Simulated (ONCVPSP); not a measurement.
What one change does to a pseudopotential (rhenium (Re), ONCV)

* Element: Re
* Generator: ONCVPSP 4.0.1
* Type: optimised norm-conserving Vanderbilt (ONCV)
* Functional: PBE
* Relativity: scalar-relativistic
* Frozen core: [Kr] 4d10 4f14
* Valence charge: 15
* Reference configuration: 5s2 5p6 5d5 6s2
* Partial waves: 5s+6s: rc 1.95 bohr, ncon 3, nbas 8, qcut 6.2 1/bohr, 2 projectors; 5p: rc 1.95 bohr, ncon 3, nbas 6, qcut 7.1 1/bohr, 2 projectors, debl 3.1 Ha; 5d: rc 1.50 bohr, ncon 4, nbas 7, qcut 6.9 1/bohr, 2 projectors, debl 1 Ha
* Local potential: polynomial inside 1.15 bohr (lpopt 5, dvloc0 0 Ha)
* Core correction: none

All-electron outer shells of the reference configuration (PBE, scalar-relativistic, ld1.x):

```tsv
shell	level (eV)	outermost node (bohr)	outermost maximum (bohr)
5s	-85.25	0.52	0.93
5p	-47.01	0.56	1.06
4f	-42.31	–	0.41
6s	-5.94	1.24	2.57
5d	-5.37	0.62	1.41
```

Change: fully relativistic.

Cutoffs: the cutoffs (Ha) at which the residual kinetic energy of the hardest occupied pseudo-wave falls to 1 and 0.1 mHa per electron; they do not see the model core or the augmentation charge, which bear on the density cutoff. Errors are all-electron minus pseudo energies relative to the spin-unpolarised reference configuration.

Q: How do hardness, ghosts and transferability respond?

A: The potential gets neither clearly harder nor softer (15 Ha and 18 Ha → 16 Ha and 19 Ha); of the 4 tests that both files solve, the error grows in 0 and shrinks in 4 by more than 15 % and 0.3 meV (median size 9.1 → 3.7 meV); neither file shows a bound ghost.

| quantity | base | changed |
| --- | --- | --- |
| cutoff, loose | 15 Ha | 16 Ha |
| cutoff, tight | 18 Ha | 19 Ha |
| loose cutoff by channel | s 11 Ha, p 12 Ha, d 15 Ha | s 11 Ha, p 14 Ha, d 16 Ha |
| bound ghosts | none | none |
| GHOST(+) flags under 300 eV | s at 63.6 eV | s at 63.3 eV |
| error for 5s2 5p6 5d5 6s1, meV [ΔE 9.25 → 9.26 eV] | -3.8 | -0.3 |
| error for 5s2 5p6 5d5 6s0, meV [ΔE 25.57 → 25.58 eV] | -10 | -1.5 |
| error for 5s2 5p6 5d4 6s0, meV [ΔE 52.70 eV] | -7.8 | +5.8 |
| error for 5s2 5p5 5d5 6s2, meV [ΔE 52.92 → 53.58 eV] | -155 | -100 |
| s: phases at 1.97 bohr within 0.05 rad from the reference energy up to (Ha; the scan ends near 5) | 2.0 | 2.0 |
